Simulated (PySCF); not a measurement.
# Br⁺ (bromine, charge +1) across methods

[Ar] 3d10 4s1 4p4 4d1, one real determinant (an excited configuration). All numbers are calculated (PySCF 2.14, scalar relativity by spin-free X2C-1e, in x2c-TZVPPall with one added diffuse shell each of s, p, d type (7s6p5d1f, 57 functions)).

```csv
method,E (hartree),mean ε 4p α (eV),mean ε 4p β (eV),mean ε 4d α (eV),Σ⟨r²⟩ (bohr²),⟨S²⟩
r2SCAN,-2604.832,-22.409,-19.134,-6.372,37.94,6.004
UHF,-2603.12240,-27.928,-21.473,-9.165,38.05,6.008
BHandHLYP,-2604.817,-24.865,-21.003,-7.631,38.07,6.003
PBE,-2604.500,-21.732,-19.011,-6.325,38.05,6.002
TPSSh,-2604.763,-22.574,-19.381,-6.615,37.88,6.003
LDA,-2601.095,-21.842,-19.167,-6.266,38.15,6.002
PBE0,-2604.557,-23.453,-19.975,-7.109,37.88,6.003
HSE06,-2604.546,-23.015,-19.630,-6.724,37.95,6.002
wB97X-V,-2604.612,-25.790,-22.424,-8.850,37.85,6.002
```

⟨L²⟩ = 8.01 against 12 for a pure F term, so this real determinant mixes terms. The outer electron is Rydberg-like, and this basis confines it to a smaller radius and binds it less than a complete one would.
